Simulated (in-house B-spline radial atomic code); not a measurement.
RPA and G0W0 on B3LYP (VWN-RPA): Mg8+

Configuration [He] 2s2, mean-field start B3LYP (VWN-RPA). Computed with an all-electron radial atomic-structure program (B-spline basis): all electrons, scalar-relativistic (spin-free one-electron X2C), finite nucleus, each spin shell either full or empty, empty states to l = 9 with an (l + 1/2)⁻⁴ tail; G0W0 by contour deformation at full frequency.

Command:
```bash
python run_gw.py task.json out
```
Settings (radii: box in bohr, nucleus in fm):
```
Z                        12
electrons                4
configuration            [He] 2s2
hamiltonian              x2c
method                   b3lyp
lmax                     9
rms_radius               3.057
spin_polarised           False
box_radius               7.7
intervals                67
ion_configuration        [He] 2s1
```

Cost of the run: 2.5 s on 1 thread of Arm Neoverse N1 (shared host).

Energies (hartree):

```csv
term,value
mean-field total,-162.35585
Hartree-Fock functional on these orbitals,-162.26230
direct second order,-0.42075
second-order exchange,0.20685
SOSEX correction,0.15563
```

**Question.** What is the RPA correlation energy, and what remains with SOSEX?

**Answer.** RPA gives -0.31717 hartree (-2.16 eV per electron); RPA + SOSEX gives -0.16154, and the second-order doubles -0.2139 hartree (no singles). SOSEX takes back 49 % of the RPA value.

Quasi-particle levels (eV):

```tsv
level	occupied	mean field	Σx - vxc	Σc	QP weight	G0W0
2s	yes	-312.93	-11.32	?	?	?
1s	yes	-1588.50	-60.03	5.66	0.970	-1642.87
2p	no	-282.70	17.73	-1.47	0.980	-266.44
```

G0W0 = mean field + (Σx - vxc) + Σc, with Σc (partial-wave tail included) taken at the quasi-particle energy.

**Question.** Where does G0W0 put 2s?

**Answer.** At -328.05 eV, with Σc = -3.81 eV and a quasi-particle weight of 0.960. The tabulated removal energy is 327.99 ± 0.04 eV (NIST, semi-empirical); the calculation leaves out spin-orbit coupling, Breit and QED terms, and what these don't explain is the method's own error.

**Question.** What does it cost to remove one electron (to [He] 2s1) by differences of total energies, each species on its own start (correlation terms add to the Hartree-Fock functional)?

**Answer.** B3LYP (VWN-RPA) 325.91 eV, Hartree-Fock functional 323.95 eV, + RPA 328.03 eV, + RPA + SOSEX 326.95 eV, + second order 328.33 eV. Tabulated: 327.99 ± 0.04 eV (NIST, semi-empirical); the calculation leaves out spin-orbit coupling, Breit and QED terms, and what these don't explain is the method's own error.
